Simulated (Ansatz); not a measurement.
H8InNSi2, SMILES `N[SiH]([SiH3])[InH2]`. Total charge 0; spin multiplicity 1. Correlated methods include outer-core shells of In, which these sets cover unevenly. In takes the def2 core potential.

```xyz
12

N     0.1890   -1.3069   -1.5527
Si   -0.5026   -0.1719   -0.4315
Si    0.8299    1.7547   -0.4192
In   -0.8700   -0.9273    2.0217
H    -0.3816   -2.0824   -1.8545
H     1.1327   -1.6233   -1.3889
H    -1.8366    0.2050   -0.9881
H     2.2072    1.4088    0.0367
H     0.9343    2.3984   -1.7571
H     0.2667    2.7355    0.5502
H    -1.7213    0.0489    3.1755
H    -0.2476   -2.4397    2.6078
```

Question: Give the diagnostics of a CCSD(T)/def2-TZVPP run (frozen core, Ansatz 0.2.0). (Estimate.)

Answer: Ansatz gave: T1 = 0.0137, largest single amplitude 0.017, largest double 0.019, (T) share of the correlation energy 3.3 %, 10 CCSD cycles. The RHF solution is stable towards an unrestricted one. T1 lies under the customary mark of 0.02 for closed shells.
